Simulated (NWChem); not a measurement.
System meant: TaH3O4; SMILES [O]=[Ta]([OH])([OH])[OH]

NWChem input:

```
start job
memory heap 200 mb stack 900 mb global 1100 mb
geometry units angstroms noautoz
  Ta    -0.000021     0.000116    -0.007469
  O     -0.000499     0.002585     1.716551
  O     -0.908397     1.567778    -0.608459
  H     -1.334552     2.303599    -0.161998
  O     -0.903910    -1.571843    -0.604013
  H     -1.327670    -2.307788    -0.155476
  O      1.812787     0.001850    -0.605517
  H      2.662380     0.003691    -0.157690
end
basis spherical
  Ta library def2-svp
  O library def2-svp
  H library def2-svp
end
dft
  xc b3lyp
  iterations 150
  mulliken
end
task dft energy
```

End of the output:

```
          Convergence Information
          -----------------------
          Convergence aids based upon iterative change in
          total energy or number of iterations.
          Levelshifting, if invoked, occurs when the
          HOMO/LUMO gap drops below (HL_TOL):  1.00D-02
          DIIS, if invoked, will attempt to extrapolate
          using up to (NFOCK): 10 stored Fock matrices.

                    Damping( 0%)  Levelshifting(0.5)       DIIS
                  --------------- ------------------- ---------------
          dE  on:    start            ASAP                start
          dE off:    2 iters        150 iters           150 iters

      Screening Tolerance Information
      -------------------------------
          Density screening/tol_rho:  1.00D-10
          AO Gaussian exp screening on grid/accAOfunc:  14
          CD Gaussian exp screening on grid/accCDfunc:  20
          XC Gaussian exp screening on grid/accXCfunc:  20
          Schwarz screening/accCoul:  1.00D-08

      Superposition of Atomic Density Guess
      -------------------------------------

      charge =      73.0 Ta (Tantalum)

      symmetry species            s     p     d     f
      number of basis functions = 7     6     5     1
      number of cont. functions = 6     3     2     1
      number of closed shells   = 6     4     2     1
      number of open shells     = 0     0     1     0
      open shell occupation     = 0     0     3     0
 ------------------------------------------------------------------------
 atomscf:atomd: error in atom scf                   0
 ------------------------------------------------------------------------
 ------------------------------------------------------------------------
  current input line :
    23: task dft energy
 ------------------------------------------------------------------------
 ------------------------------------------------------------------------
 This error has not yet been assigned to a category
 ------------------------------------------------------------------------
 For more information see the NWChem manual at https://nwchemgit.github.io

0:atomscf:atomd: error in atom scf:Received an Error in Communication
```

### Question
Find the fault in this run and fix the input.

### Answer
The program stopped with an error. Cause: the def2 basis of a heavy element holds valence functions alone and wants its effective core potential (without it all electrons must fit into that basis). This input runs:
```
start job
memory heap 200 mb stack 900 mb global 1100 mb
geometry units angstroms noautoz
  Ta    -0.000021     0.000116    -0.007469
  O     -0.000499     0.002585     1.716551
  O     -0.908397     1.567778    -0.608459
  H     -1.334552     2.303599    -0.161998
  O     -0.903910    -1.571843    -0.604013
  H     -1.327670    -2.307788    -0.155476
  O      1.812787     0.001850    -0.605517
  H      2.662380     0.003691    -0.157690
end
basis spherical
  * library def2-svp
end
ecp
  Ta library def2-ecp
end
dft
  xc b3lyp
  iterations 150
  mulliken
end
task dft energy
```
It converges to -359.74556 Ha (B3LYP/def2-SVP with def2 effective core potentials on Ta).
